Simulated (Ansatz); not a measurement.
System: C4H11Si, net charge 0, doublet state. It need not be the lowest isomer of its formula. 
Coordinates optimised at B3LYP-D3(BJ)/def2-TZVP (Ansatz, an electronic-structure program):
```xyz
16

C     -0.6926    -1.4584     0.5209
C      0.1788    -0.2515     0.1478
C      0.6934     0.4277     1.4289
C      1.3700    -0.7113    -0.7037
Si    -0.8603     1.0231    -0.8249
H     -1.0640    -1.9769    -0.3653
H     -1.5544    -1.1638     1.1239
H     -0.1092    -2.1764     1.1067
H      1.2949    -0.2823     2.0087
H      1.3249     1.2899     1.2057
H     -0.1259     0.7644     2.0671
H      2.0086     0.1268    -0.9915
H      1.9863    -1.4173    -0.1375
H      1.0432    -1.2137    -1.6164
H     -0.0321     2.2046    -1.1998
H     -2.0255     1.4826    -0.0163
```
Charge 0, spin multiplicity 2.

Basis-set convergence of Hartree-Fock and CCSD(T) correlation energies (hartree) with Ansatz. Valence correlation only, unless marked. UHF or UKS for open shells. Spin-orbit coupling is left out. Non-relativistic.

```tsv
basis	functions	E(HF)	E(corr, CCSD(T))
cc-pV(D+d)Z	134	-446.77993	-0.77152
cc-pV(T+d)Z	313	?	?
```

Q: Some entries are withheld; supply them.

A: 
- cc-pV(T+d)Z, E(HF): -446.83600
- cc-pV(T+d)Z, E(corr, CCSD(T)): -0.92080
